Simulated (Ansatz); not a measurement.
Cost and result for the atomization energy of CH8N2OSi (`CN[SiH](N)O`) (13 atoms, 12 bonds).

```xyz
13

C     1.043    1.611    0.080
N     0.872    0.283   -0.459
Si   -0.199   -0.910    0.100
N    -1.707   -0.175    0.404
O    -0.094   -2.043   -1.097
H     1.941    1.708    0.704
H     0.181    1.861    0.701
H     1.103    2.363   -0.714
H     1.602   -0.013   -1.086
H     0.111   -1.594    1.390
H    -2.320   -0.520    1.122
H    -2.195    0.365   -0.291
H    -0.338   -2.936   -0.853
```

Charge 0, multiplicity 1. Geometry: relaxed with PBE0-D4/def2-TZVP. It is one conformer, not always the lowest. Program: Ansatz. All runs use 4 threads of an Arm Neoverse V1 on a shared host. Times are those of one run each, without the atoms' runs, and a repeat can differ threefold. Electronic energies, without spin–orbit coupling; frozen cores. CCSD(T)/CBS adds CCSD(T) − MP2 in def2-TZVPP to the MP2 limit, and its time is that of the two runs behind it. T1 = 0.010. B3LYP takes the VWN-RPA correlation (the form of Gaussian; ORCA's B3LYP/G).

CCSD(T)/CBS is a level of theory with its own doubt, some kJ/mol a heavy atom from the limit and from the frozen cores, so smaller differences don't rank the functionals.

| level | functions | wall time |
| --- | --- | --- |
| PBE-D4/def2-TZVPP (with forces) | 278 | 2.9 s |
| PBE0-D4/def2-TZVPP | 278 | 3.3 s |
| B3LYP-D4/def2-TZVPP (with forces) | 278 | 5.5 s |
| r2SCAN-D4/def2-TZVPP (with forces) | 278 | 6 s |
| B2PLYP/def2-TZVPP | 278 | 6.5 s |
| ωB97X-V/def2-TZVPP | 278 | 9 s |
| ωB97M-V/def2-TZVPP (with forces) | 278 | 13 s |
| MP2/def2-QZVPP | 538 | 30 s |
| CCSD(T)/def2-TZVPP | 278 | 4.5 min |
| CCSD(T)/CBS(def2) | – | 5 min |

What atomization energy does each give, and how far from CCSD(T)/CBS? (An estimate is asked.)

Computed: 
```json
{"level": "PBE-D4/def2-TZVPP (with forces)", "atomization (kcal/mol)": "1163.3", "difference from CCSD(T)/CBS": "13.0", "per bond": "1.1"}
{"level": "PBE0-D4/def2-TZVPP", "atomization (kcal/mol)": "1141.7", "difference from CCSD(T)/CBS": "-8.6", "per bond": "-0.7"}
{"level": "B3LYP-D4/def2-TZVPP (with forces)", "atomization (kcal/mol)": "1150.2", "difference from CCSD(T)/CBS": "-0.1", "per bond": "0.0"}
{"level": "r2SCAN-D4/def2-TZVPP (with forces)", "atomization (kcal/mol)": "1142.6", "difference from CCSD(T)/CBS": "-7.7", "per bond": "-0.6"}
{"level": "B2PLYP/def2-TZVPP", "atomization (kcal/mol)": "1136.1", "difference from CCSD(T)/CBS": "-14.2", "per bond": "-1.2"}
{"level": "ωB97X-V/def2-TZVPP", "atomization (kcal/mol)": "1152.2", "difference from CCSD(T)/CBS": "1.9", "per bond": "0.2"}
{"level": "ωB97M-V/def2-TZVPP (with forces)", "atomization (kcal/mol)": "1153.0", "difference from CCSD(T)/CBS": "2.7", "per bond": "0.2"}
{"level": "MP2/def2-QZVPP", "atomization (kcal/mol)": "1151.0", "difference from CCSD(T)/CBS": "0.7", "per bond": "0.1"}
{"level": "CCSD(T)/def2-TZVPP", "atomization (kcal/mol)": "1114.3", "difference from CCSD(T)/CBS": "-36.0", "per bond": "-3.0"}
{"level": "CCSD(T)/CBS(def2)", "atomization (kcal/mol)": "1150.3", "difference from CCSD(T)/CBS": "0.0", "per bond": "0.0"}
```

In def2-TZVPP, CCSD(T) changes the Hartree–Fock value by +307.4 kcal/mol (the triples alone add +15.7 kcal/mol) and MP2 by +322.5 kcal/mol; breaking electron pairs costs correlation energy, which Hartree–Fock lacks. The D4 term adds +9.6 kcal/mol with B3LYP and +5.0 kcal/mol with PBE0; it sums over pairs of atoms, weighted by their polarisabilities, and B3LYP, whose exchange is more repulsive, gets the larger term. From PBE to PBE0 (25 % exact exchange), in def2-TZVPP and without D4, the atomization energy moves by −20.6 kcal/mol: exact exchange takes away binding that semilocal exchange gives to molecules.
